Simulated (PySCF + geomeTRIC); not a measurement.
Method: BP86-D3(BJ)/def2-SVP (PySCF + geomeTRIC). fastk is a local helper that only speeds up exchange builds. No frequencies were computed at this level.

```python
import json, numpy as np
from pyscf import gto, dft
from fastk import lowrank_exchange
atoms = """
Mo     0.000007     0.000004    -0.000008
F      1.204448     0.876903     0.892072
F      0.545921     0.745714    -1.470155
F     -1.204450    -0.876907    -0.892056
F     -0.545919    -0.745701     1.470137
F     -1.125494     1.300134     0.241546
F      1.125489    -1.300146    -0.241541
"""
def scf(charge, spin, dm0=None):
    mol = gto.M(atom=atoms, basis='def2-svp', ecp={'Mo': 'def2-svp'}, charge=charge, spin=spin, verbose=3, max_memory=3360)
    mf = dft.KS(mol, xc='bp86').density_fit(auxbasis="def2-universal-jkfit")
    mf.disp = 'd3bj'
    mf.grids.level = 3
    mf.conv_tol = 1e-8
    mf.max_cycle = 120
    mf.level_shift = 0.25
    mf.kernel(dm0)
    if not mf.converged:
        mf = mf.newton().run(mf.mo_coeff, mf.mo_occ).undo_soscf()
    return mf
mf = scf(0, 0)
from pyscf.geomopt.geometric_solver import kernel as optimize
path = []
done, mol = optimize(mf, maxsteps=120, assert_convergence=False, callback=lambda env: path.append((env["energy"], bool(env["g_scanner"].converged))))
res = dict(converged=bool(done and path[-1][1]), energy=path[-1][0], path=[e for e, c in path], xyz=mol.atom_coords(unit="Angstrom").tolist(), nao=mol.nao)
json.dump(res, open("result.json", "w"))
```

Output:

```
converged SCF energy = -667.084799620626
Geometry optimization cycle 1
converged SCF energy = -667.084799620938
cycle 1: E = -667.084799621  dE = -667.085  norm(grad) = 0.243434
Geometry optimization cycle 2
converged SCF energy = -667.139054127402
cycle 2: E = -667.139054127  dE = -0.0542545  norm(grad) = 0.00219046
Geometry optimization cycle 3
converged SCF energy = -667.139049891646
cycle 3: E = -667.139049892  dE = 4.23576e-06  norm(grad) = 0.00216394
Geometry optimization cycle 4
converged SCF energy = -667.139078955664
cycle 4: E = -667.139078956  dE = -2.9064e-05  norm(grad) = 0.00079723
Geometry optimization cycle 5
converged SCF energy = -667.13911015708
cycle 5: E = -667.139110157  dE = -3.12014e-05  norm(grad) = 0.00135522
Geometry optimization cycle 6
converged SCF energy = -667.139094973414
cycle 6: E = -667.139094973  dE = 1.51837e-05  norm(grad) = 0.00527901
Geometry optimization cycle 7
converged SCF energy = -667.139147207308
cycle 7: E = -667.139147207  dE = -5.22339e-05  norm(grad) = 0.0039649
Geometry optimization cycle 8
converged SCF energy = -667.139167108373
cycle 8: E = -667.139167108  dE = -1.99011e-05  norm(grad) = 0.00115193
Geometry optimization cycle 9
converged SCF energy = -667.139172762499
cycle 9: E = -667.139172762  dE = -5.65413e-06  norm(grad) = 0.000833022
Geometry optimization cycle 10
converged SCF energy = -667.139170989734
cycle 10: E = -667.13917099  dE = 1.77277e-06  norm(grad) = 0.000971037
Geometry optimization cycle 11
converged SCF energy = -667.139174649541
cycle 11: E = -667.13917465  dE = -3.65981e-06  norm(grad) = 0.00061724
Geometry optimization cycle 12
converged SCF energy = -667.139174883404
cycle 12: E = -667.139174883  dE = -2.33864e-07  norm(grad) = 0.000563336
<class 'geometric.internal.Distance'> : 6
<class 'geometric.internal.Angle'> : 3
<class 'geometric.internal.LinearAngle'> : 6
<class 'geometric.internal.OutOfPlane'> : 12
<class 'geometric.internal.TranslationX'> : 1
<class 'geometric.internal.TranslationY'> : 1
<class 'geometric.internal.TranslationZ'> : 1
<class 'geometric.internal.RotationA'> : 1
<class 'geometric.internal.RotationB'> : 1
<class 'geometric.internal.RotationC'> : 1
Step    0 : Gradient = 9.201e-02/9.963e-02 (rms/max) Energy = -667.0847996209
Step    1 : Displace = 1.000e-01/1.085e-01 (rms/max) Trust = 1.000e-01 (=) Grad = 8.279e-04/9.820e-04 (rms/max) E (change) = -667.1390541274 (-5.425e-02) Quality = 0.662
Step    2 : Displace = 8.398e-03/1.292e-02 (rms/max) Trust = 1.000e-01 (=) Grad = 8.179e-04/1.265e-03 (rms/max) E (change) = -667.1390498916 (+4.236e-06) Quality = -0.165
Step    3 : Displace = 4.430e-03/6.713e-03 (rms/max) Trust = 4.199e-03 (-) Grad = 3.013e-04/4.977e-04 (rms/max) E (change) = -667.1390789557 (-2.906e-05) Quality = 0.966
Step    4 : Displace = 2.237e-03/3.120e-03 (rms/max) Trust = 5.938e-03 (+) Grad = 5.122e-04/5.889e-04 (rms/max) E (change) = -667.1391101571 (-3.120e-05) Quality = 1.286
Step    5 : Displace = 8.658e-03/1.254e-02 (rms/max) Trust = 8.398e-03 (+) Grad = 1.995e-03/2.666e-03 (rms/max) E (change) = -667.1390949734 (+1.518e-05) Quality = -0.177
Step    6 : Displace = 4.217e-03/6.092e-03 (rms/max) Trust = 4.199e-03 (-) Grad = 1.482e-03/2.024e-03 (rms/max) E (change) = -667.1391472073 (-5.223e-05) Quality = 0.991
Step    7 : Displace = 5.972e-03/8.799e-03 (rms/max) Trust = 5.938e-03 (+) Grad = 3.718e-04/4.520e-04 (rms/max) E (change) = -667.1391671084 (-1.990e-05) Quality = 0.488
Step    8 : Displace = 3.057e-03/4.656e-03 (rms/max) Trust = 5.938e-03 (=) Grad = 2.371e-04/3.119e-04 (rms/max) E (change) = -667.1391727625 (-5.654e-06) Quality = 0.992
Step    9 : Displace = 3.153e-03/4.767e-03 (rms/max) Trust = 8.398e-03 (+) Grad = 3.010e-04/4.177e-04 (rms/max) E (change) = -667.1391709897 (+1.773e-06) Quality = -0.609
Step   10 : Displace = 1.556e-03/2.379e-03 (rms/max) Trust = 1.576e-03 (-) Grad = 1.035e-04/1.347e-04 (rms/max) E (change) = -667.1391746495 (-3.660e-06) Quality = 1.078
Step   11 : Displace = 5.841e-04/8.780e-04 (rms/max) Trust = 2.229e-03 (+) Grad = 3.407e-05/7.285e-05 (rms/max) E (change) = -667.1391748834 (-2.339e-07) Quality = 0.741
Converged! =D
```

Cost: very roughly 2.8 core-minutes.
